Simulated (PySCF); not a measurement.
Two structures of GeH₄O, singlet, reached by relaxing down either side of one saddle point (PBE0-D4/def2-TZVP). Energies are electronic, without zero-point energy. Computed with PySCF 2.14 with density fitting (its default auxiliary sets; JK sets also for MP2 and CCSD(T)) (basis: def2-TZVPP and def2-QZVPP); correlated methods freeze the cores. Filled d shells of the heavier atoms are correlated. The def2 sets are not built for correlating such inner shells, so the correlated values are less sure here. Extrapolation: Hartree–Fock as exp(−7.88 √X), correlation as X^−2.97. First:

```
6
angstrom
Ge -0.4309 0.3065 1.2302
H 0.2724 -0.3295 -1.2590
O 0.2243 -0.9276 -0.5060
H 0.4820 1.4661 0.5981
H -1.6555 0.7150 0.2942
H 1.1163 -1.2557 -0.3533
```

Second:

```tsv
atom	x (Å)	y (Å)	z (Å)
Ge1	-0.3008	0.0703	1.0363
H2	-0.1307	1.3399	-1.2565
O3	0.3634	-1.4347	0.3225
H4	0.4350	1.6741	-0.8890
H5	-1.6378	-0.0144	0.1624
H6	1.2273	-1.6431	0.6881
```

Question: Which bonds change from the first to the second?

Answer: GeH₄O ([OH2][GeH2]) → GeH₂O ([OH][GeH]) + H₂; bonds formed: H2–H4; dative contacts that become bonds: Ge1–O3; bonds broken: Ge1–H4, H2–O3.

Question: Give the saddle point's structure and its height above each. (Judge from chemistry; the value comes from the calculation.)

Answer: By the calculation: 98.6 kJ/mol above the first and 111.6 kJ/mol above the second (CCSD(T) at an estimated basis limit (MP2 extrapolated from triple and quadruple zeta, plus CCSD(T) − MP2 in triple zeta)).
| atom | x (Å) | y (Å) | z (Å) |
| --- | --- | --- | --- |
| Ge1 | -0.0956 | 0.4616 | 1.0612 |
| H2 | 0.3443 | 0.2015 | -0.7127 |
| O3 | 0.0464 | -1.0299 | -0.2674 |
| H4 | 0.4307 | 1.1565 | -0.5486 |
| H5 | -1.5844 | 0.7330 | 0.5818 |
| H6 | 0.8585 | -1.5226 | -0.1144 |

The search had been set up for a insertion of a divalent centre (a silylene, a carbene or their kin) (forming Ge1–H2, Ge1–O3, breaking H2–O3); from that guess it ended on this step instead.

The T1 diagnostic stays at or below 0.016.

Labels in which every atom is bracketed show which atoms are joined, not bond orders.

For scale, one of the runs: CCSD(T)/def2-TZVPP, 135 basis functions, launched by `OMP_NUM_THREADS=4 python run.py`. Hardware: 4 CPU threads of a Oxide Virtual Turin-like, shared host. Wall time 70 s; peak host memory 0.87 GiB.
